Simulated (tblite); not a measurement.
Compound: C8H12ClF.
SMILES with atom numbers: `[F:1][CH2:2][C@H:3]1[CH2:4][CH2:5][CH2:6]/[C:7](=[CH:8]\[Cl:9])[CH2:10]1` (hydrogens: H11, H12 on C2; H13 on C3; H14, H15 on C4; H16, H17 on C5; H18, H19 on C6; H20 on C8; H21, H22 on C10)

Geometry (GFN2-xTB, Å), atoms numbered from 1 in this order:
```
atom  x, y, z in Å
F1     3.0023   -0.6221    0.4822
C2     2.5359    0.3898   -0.3229
C3     1.0123    0.3488   -0.4188
C4     0.5347   -0.9672   -1.0349
C5    -0.9867   -0.9956   -1.1281
C6    -1.6166   -0.8199    0.2558
C7    -1.1117    0.4439    0.8801
C8    -1.8782    1.4403    1.2981
Cl9   -3.6040    1.4247    1.2307
C10    0.3833    0.5325    0.9701
H11    2.8849    1.3270    0.1233
H12    3.0009    0.2464   -1.3038
H13    0.7061    1.1814   -1.0616
H14    0.8818   -1.7959   -0.4143
H15    0.9701   -1.0870   -2.0296
H16   -1.3140   -1.9414   -1.5624
H17   -1.3266   -0.1887   -1.7810
H18   -2.7029   -0.8007    0.1762
H19   -1.3331   -1.6663    0.8873
H20   -1.4862    2.3456    1.7348
H21    0.6873    1.4896    1.3968
H22    0.7496   -0.2657    1.6211
```

Level: GFN2-xTB in tblite, geometry and Hessian alike; calculated harmonic values, unscaled, isolated species. The method is semi-empirical: single wavenumbers can be off by several per cent or more. One conformer, not necessarily the lowest.

Harmonic wavenumbers (cm⁻¹): 56.4, 81.8, 103.5, 165.5, 209.4, 245.1, 274.9, 303.3, 348.7, 395.1, 461.6, 482.1, 583.8, 651.1, 766.5, 786.0, 819.3, 881.6, 890.9, 910.2, 927.5, 959.4, 981.6, 996.8, 1086.2, 1092.6, 1103.3, 1107.3, 1139.9, 1172.2, 1192.7, 1214.0, 1229.9, 1244.9, 1262.3, 1279.9, 1305.2, 1321.2, 1325.0, 1332.9, 1345.3, 1362.6, 1447.4, 1464.2, 1472.0, 1485.7, 1493.5, 1701.1, 2934.3, 2940.7, 2948.3, 2955.7, 2964.5, 2971.3, 2978.1, 2987.5, 2990.9, 2993.2, 3013.9, 3074.7.

A = 2530, B = 535.4, C = 475.0 MHz; mass 162.061 u (most abundant isotopes); point group C1, symmetry number 1.

Problem. What is the zero-point energy?

Solution. Half the sum of the wavenumbers: 40108 cm⁻¹ = 114.67 kcal/mol.

Problem. Give the ideal-gas entropy at 200 K and 1 bar in the rigid-rotor, harmonic-oscillator model (classical rotation).

Solution. Translation 39.20, rotation 29.40, vibration 17.68: S = 86.3 cal/(mol K).

Problem. And Cp and H(200 K) − H(0)?

Solution. Cp = 28.28 cal/(mol K), of which vibrations give 20.33 (their classical limit is 60 R = 119.2); H(200 K) − H(0) = 3.58 kcal/mol without the zero-point energy, 1.99 from vibrations.

Problem. How do the functions run with temperature in this model?

Solution. 
```tsv
T (K)	S (cal/(mol K))	Cp (cal/(mol K))	H − H(0) (kcal/mol)	G − H(0) (kcal/mol)	ln q(vib)
50	60.1	12.6	0.48	-2.52	0.38
100	70.5	18.2	1.26	-5.80	1.43
298.15	99.6	39.5	6.90	-22.80	6.37
373.15	109.5	48.7	10.20	-30.64	8.31
500	125.7	62.6	17.29	-45.57	11.67
750	155.1	82.1	35.56	-80.75	18.37
1000	180.5	94.6	57.76	-122.78	24.83
```

q(vib) and H(0) count from the zero-point level.

Problem. Blend soft modes into free rotors: weight 1/[1 + (100 cm⁻¹/ν̃)⁴] for the oscillator and the rest for a rotor with moment μB/(μ + B), μ = h/(8π²ν), B = 10⁻⁴⁴ kg m². What vibrational entropy results?

Solution. 16.69 cal/(mol K) in place of 17.68, which changes −T·S at 200 K by +0.20 kcal/mol.

Problem. Which modes carry the vibrational entropy at 200 K?

Solution. 56.4 cm⁻¹: 3.79; 81.8 cm⁻¹: 3.07; 103.5 cm⁻¹: 2.62; 165.5 cm⁻¹: 1.75; 209.4 cm⁻¹: 1.35; 245.1 cm⁻¹: 1.10 cal/(mol K); the other 54 give 4.00 together.

Hindered rotation and anharmonicity are outside this model. Other conformers, if any are populated, would add a mixing term that is left out. The structure is chiral; the term R ln 2 for an equal mix with its mirror image is left out.
